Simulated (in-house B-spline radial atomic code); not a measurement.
How numerical settings move a run on neutral scandium, [Ar] 3d1 4s2. Computed with an all-electron radial atomic-structure program (B-spline basis): Dirac-Kohn-Sham LDA VWN5, spherical fractional occupations, Fermi nucleus of rms radius 3.5459 fm.

Command:
```bash
python run_scf.py task.json out
```
Settings of the sound reference run:
```
Z                21
electrons        21
configuration    [Ar] 3d1 4s2
hamiltonian      dirac
method           lda,vwn
spin_polarised   False
nucleus          fermi
rms_radius       3.5459
mass_number      45
atomic_mass      44.95591
speed_of_light   137.036
knot_spacing     0.22
spline_order     8
gauss_points     12
box_radius       50
max_iterations   70
damping          0.5
damped_steps     3
diis_vectors     10
tolerance        1e-08
start            Thomas-Fermi
```

Time taken, with all properties: 0.93 s on 1 thread of Intel(R) Xeon(R) 6975P-C (shared host).

It converges in 9 iterations to -762.332115 hartree, with 3d5/2 at -3.41728 eV. The other runs change the listed settings, some to values that make no sense; their results aren't properties of the atom or ion. Radii are in bohr (the nuclear one in fm), a minus after a letter asks for a j subshell, and «unchanged» means within 1e-8 hartree. The run stops when the residual is below 10 × tolerance × max(1, Z/10), or a noise floor if that is larger, and the energy moves by less than 1e-8 × √|E| hartree; so very loose and very tight tolerances often act alike.

| changed settings | outcome |
| --- | --- |
| damping = 0.8 | converged in 11 iterations, energy unchanged |
| spline_order = 5 | converged in 9 iterations, energy +6.36e-06 hartree from the reference, 3d5/2 level -4.3e-06 eV |
| spline_order = 7 | converged in 9 iterations, energy +1.32e-08 hartree from the reference |
| damping = 0 | converged in 11 iterations, energy unchanged, 3d5/2 level -9.7e-06 eV |
| damping = 0.2 | converged in 11 iterations, energy unchanged, 3d5/2 level -1.6e-05 eV |
| spline_order = 10 | converged in 9 iterations, energy unchanged |
| spline_order = 3 | converged in 9 iterations, energy +1.59e-02 hartree from the reference, 3d5/2 level -6.5e-03 eV |
| spline_order = 4, box_radius = 200, first_knot = 0.00476, max_iterations = 60, diis_vectors = 2 | converged in 15 iterations, energy -3.81e-04 hartree from the reference, 3d5/2 level -1.2e-04 eV |
| knot_spacing = 0.3, spline_order = 6, gauss_points = 3, max_iterations = 50, damping = 0.2 | converged in 12 iterations, energy -5.20e-04 hartree from the reference, 3d5/2 level +1.9e-04 eV |
| electrons = 22, configuration = [Ar] 3d1 4s2 1f1, max_iterations = 75 | stopped with error: there is no 1f shell |
| first_knot = 0.0476, max_iterations = 100, damping = 0, damped_steps = 8 | converged in 16 iterations, energy +1.18e-01 hartree from the reference, 3d5/2 level -5.2e-03 eV |

(1) What happens with electrons = 24, configuration = [Ar] 3d1 4s2 5s3, max_iterations = 50?

(2) What happens with spline_order = 4?

(3) What happens with damping = 0.95?

(4) What happens with spline_order = 6?

Results:

(1) Stopped with error: shell 5s holds at most 2 electrons.

(2) Converged in 9 iterations, energy +2.32e-04 hartree from the reference, 3d5/2 level -1.3e-04 eV.

(3) Converged in 11 iterations, energy unchanged, 3d5/2 level +5.8e-06 eV.

(4) Converged in 9 iterations, energy +2.84e-07 hartree from the reference.
